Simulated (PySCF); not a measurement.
## A survey of $^{17}$O NMR shifts

How the numbers were obtained: σ from GIAO-PBE0/pcSseg-1, coordinates at the GFN2-xTB level, in PySCF (non-relativistic Hamiltonian, one conformer, in vacuum, rapidly exchanging positions averaged).

Shieldings were converted by a linear fit to measured shifts: $^{17}$O: δ = 266.70 − 0.911σ (rms 10.7 ppm, 155 shifts, 12.2 ppm with the 3 outliers that the fit left out vs liquid water, solution or neat liquid). A few per cent of atoms miss by over 2 rms, more outside the fitted compound classes.

(1) Give the $^{17}$O shifts of `C/N=C/C=O`, `C=CNC=O`, `C=CNC=O`, `N#C[C@@H]1CCC=CO1`, `COc1cccnc1`.

(2) Order these by $^{17}$O shift, lowest first.
A. C=Cc1cc1=O
B. C/N=C/C=O
C. C=CNC=O
D. COC1=NC1
E. C#C[C@H]1CCNC1=O

## Answers

(1) 
```tsv
compound	environment	δ (ppm)
C/N=C/C=O	aldehyde oxygen	626.2
C=CNC=O	amide-type carbonyl oxygen	361.1
C=CNC=O	amide-type carbonyl oxygen	361.1
N#C[C@@H]1CCC=CO1	ether oxygen	66.9
COc1cccnc1	ether oxygen	49.3
```

(2) D (55.3 ppm, ether oxygen), A (260.5 ppm, carbonyl oxygen), E (322.3 ppm, amide-type carbonyl oxygen), C (361.1 ppm, amide-type carbonyl oxygen), B (626.2 ppm, aldehyde oxygen).

In solution the two oxygens of a carboxylic acid give one averaged line by proton exchange, and hydrogen bonding shields acid and N–H amide carbonyl oxygens by tens of ppm; neither is in these numbers.
